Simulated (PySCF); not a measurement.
## Working out the ionisation energy of Cr(9+)

Cr(9+) [Ne] 3s2 3p3 (4S) → Cr(10+) [Ne] 3s2 3p2 (3P). Computed with PySCF 2.14 in an uncontracted even-tempered set (19 s from 0.49 bohr⁻², ratio 2.5; 12 p from 0.64 bohr⁻², ratio 2.5; 5 d from 3.8 bohr⁻², ratio 2.7; 4 f from 5.7 bohr⁻², ratio 2.7), with scalar relativity by spin-free X2C-1e. Frozen: 1s2; the 22 highest virtual orbitals dropped. Energies in hartree (1 hartree = 27.21139 eV):

```json
{"part": "UHF", "Cr(9+) (lower)": "-1020.009058", "Cr(10+) (upper)": "-1011.113503"}
{"part": "MP2 opposite-spin", "Cr(9+) (lower)": "-0.328692", "Cr(10+) (upper)": "-0.321239"}
{"part": "MP2 same-spin", "Cr(9+) (lower)": "-0.124589", "Cr(10+) (upper)": "-0.110524"}
```

Q: What does Hartree-Fock give?

A: (-1011.113503) − (-1020.009058) = 8.895555 hartree = 242.060 eV.

Q: What do MP2 and SCS-MP2 (6/5 opposite-spin, 1/3 same-spin) give?

A: The opposite-spin parts differ by 0.203 eV and the same-spin parts by 0.383 eV. MP2: 242.060 + (0.203) + (0.383) = 242.646 eV. SCS-MP2: 242.060 + 1.2 × (0.203) + (0.383)/3 = 242.431 eV.

A first-order spin-orbit estimate adds -0.922 eV to MP2 (outer shells), giving 241.724 eV against 244.5 ± 0.5 eV (semi-empirical (NIST evaluation); NIST Atomic Spectra Database, ionization energies).

What remains against the reference includes basis incompleteness, the frozen core and correlation beyond second order.
